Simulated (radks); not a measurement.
Values are calculated unless marked as measured or tabulated.
Species: Zn IV. Configuration: [Ar] 3d9 (the NIST ground configuration).

Code: a radial shooting solver on a logarithmic mesh with Libxc functionals. Model: scalar-relativistic Kohn-Sham, PBE, spin-polarised, spherical densities, point nucleus; open shells are filled with parallel spins first.

Energy parts (Ry):
| part | energy |
|---|---|
| total | -3586.99760 |
| kinetic | 3644.31398 |
| electron-nucleus | -8561.28277 |
| Hartree | 1470.76620 |
| exchange-correlation | -140.79501 |

Orbitals (lengths in bohr, moments of r in powers of bohr; <r^-3> diverges for s and p1/2):
| orbital | occ. | eigenvalue (Ry) | <r> | <r^-3> | <1/r> | <r^2> |
|---|---|---|---|---|---|---|
| 1s down | 1 | -703.2554 | 0.05031 | - | 30.23 | 0.003405 |
| 1s up | 1 | -703.2553 | 0.05031 | - | 30.23 | 0.003405 |
| 2s up | 1 | -88.28765 | 0.2262 | - | 6.585 | 0.06038 |
| 2s down | 1 | -88.23806 | 0.2261 | - | 6.588 | 0.06033 |
| 2p up | 3 | -76.93970 | 0.1983 | 794.4 | 6.461 | 0.04822 |
| 2p down | 3 | -76.90256 | 0.1982 | 794.9 | 6.463 | 0.04818 |
| 3s up | 1 | -12.61781 | 0.6772 | - | 2.100 | 0.5293 |
| 3s down | 1 | -12.52592 | 0.6779 | - | 2.097 | 0.5304 |
| 3p up | 3 | -9.23503 | 0.7058 | 104.5 | 1.951 | 0.5867 |
| 3p down | 3 | -9.14477 | 0.7070 | 104.1 | 1.947 | 0.5887 |
| 3d up | 5 | -3.76883 | 0.8173 | 10.48 | 1.604 | 0.8524 |
| 3d down | 4 | -3.68270 | 0.8236 | 10.38 | 1.595 | 0.8676 |

The highest occupied level is 3d down at -50.106 eV. Summed over all electrons, <r^2> = 12.73 bohr^2, which gives a Langevin (diamagnetic) susceptibility term of -10.1 x 10^-6 cm^3/mol.
